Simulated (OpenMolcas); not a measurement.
**Ho3+ in MgO: curves along the breathing mode**

Ho3+ with its 6 nearest oxide ions, on the Mg site of MgO (a = 4.2112 Å, distance in the model lattice 2.106 Å). The rest of the host is ab initio model potentials to 7.6 Å, with orthogonalisation functions on the cations behind the ligands, and point charges beyond; the distance is set by hand and nothing relaxes, and no local charge compensation is placed. Ligand basis ANO-RCC-VDZP.

```
Program             : OpenMolcas
Method              : CASSCF
Basis               : ANO-RCC-VDZP [7s6p4d2f1g]
Scalar Hamiltonian  : DKH2, point nucleus
Active space        : 10 electrons in 7 orbitals (4f)
State averaging     : 2S+1 = 5 even, 35 roots (30 in the spin-orbit step); 2S+1 = 3 even, 103 roots kept (CI in the orbitals of an earlier block); 2S+1 = 1 even, 31 roots kept (CI in the orbitals of an earlier block)
Spin-orbit coupling : RASSI with atomic mean-field integrals over the reference wave functions
```

Spin-free energies (labels of O, the rotations of Oh) in cm-1 above the lowest fitted minimum, as all ligands move together:

```tsv
R (Å)	5A2	5T2	5E	5T1	5T2(2)	5A1	5T1(2)
2.073	1490	1710	1860	2430	2500	2500	19360
2.122	0	190	320	840	890	900	17840
2.171	2820	3000	3120	3580	3630	3640	20650
2.22	9630	9790	9900	10320	10370	10370	27450
2.268	19940	20090	20190	20580	20620	20630	37760
2.317	34100	34240	34330	34690	34730	34730	51910
2.366	51950	52080	52170	52500	52540	52540	69750
```

Cubic fits give the following; the wavenumber is harmonic, with the mass of all moving ligands, small differences in it between states hang on the degree of the fit, a number in brackets counts states of one label, and the table is a selection of at most 14 states with clean curves.

```
 State  R0 (Å)  Breathing mode (cm-1)  Minimum (cm-1)
   5A2   2.114                    783               0
   5T2   2.114                    783             200
    5E   2.114                    784             330
   5T1   2.115                    784             850
5T2(2)   2.115                    785             910
   5A1   2.115                    784             920
5T1(2)   2.114                    783           17850
5A1(2)   2.114                    784           18100
5T2(3)   2.114                    784           18250
5A2(2)   2.115                    785           18630
   3T1   2.114                    783           21380
   3T2   2.114                    784           21410
   3A2   2.114                    784           21500
3T2(2)   2.114                    784           21510
```

For an f ion spin-orbit coupling outweighs the ligand field, so these spin-free curves are not those of observable levels.

High states are left out of the spin-orbit mixing, which shifts the levels that they would mix with. Without dynamic correlation the ligand-field splitting of an f shell can come out too small, at times by half. No measured value stands beside these numbers.
